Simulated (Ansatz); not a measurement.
One change: `B[SiH2]CC` becomes `CC[SiH2][GaH2]`.

Ansatz, PBE0-D4/def2-TZVP geometries, multiplicity 1. Each molecule was computed in one conformer, which needn't be the lowest.

Scalar relativity is left out up to krypton.

| property | `B[SiH2]CC` |
| --- | --- |
| ideal-gas entropy at 298 K and 1 bar (rigid rotor, harmonic PBE0-D4/def2-TZVP) / J/(mol·K) | 348 |
| size of the dipole moment (ωB97M-V/def2-TZVPP) / D | 0.81 |
| HOMO energy (B3LYP/def2-TZVPP) / eV | -7.81 |
| HOMO energy (ωB97M-V/def2-TZVPP) / eV | -10.18 |
| LUMO energy (PBE0/def2-TZVPP) / eV | -2.30 |
| HOMO–LUMO gap (PBE/def2-TZVPP) / eV | 3.47 |

Problem. What does the change do to each property? (Best estimate.)

Solution. The calculation gave: 
```csv
property,`CC[SiH2][GaH2]`,shift
"ideal-gas entropy at 298 K and 1 bar (rigid rotor, harmonic PBE0-D4/def2-TZVP) / J/(mol·K)",375,27
size of the dipole moment (ωB97M-V/def2-TZVPP) / D,1.01,0.20
HOMO energy (B3LYP/def2-TZVPP) / eV,-7.09,0.72
HOMO energy (ωB97M-V/def2-TZVPP) / eV,-9.31,0.87
LUMO energy (PBE0/def2-TZVPP) / eV,-1.99,0.31
HOMO–LUMO gap (PBE/def2-TZVPP) / eV,3.44,-0.03
```

With PBE0 the HOMO rises by 0.72 eV and the LUMO rises by 0.31 eV, so the gap narrows by about 0.41 eV. PBE moves the HOMO by 0.55 eV and ωB97M-V by 0.87 eV. Dipoles are sizes alone; their direction can turn. Modes under 60 cm⁻¹, often nearly free rotors, make the harmonic entropy too high.

B3LYP here is the variant with VWN-RPA as its local correlation; programs differ in this.
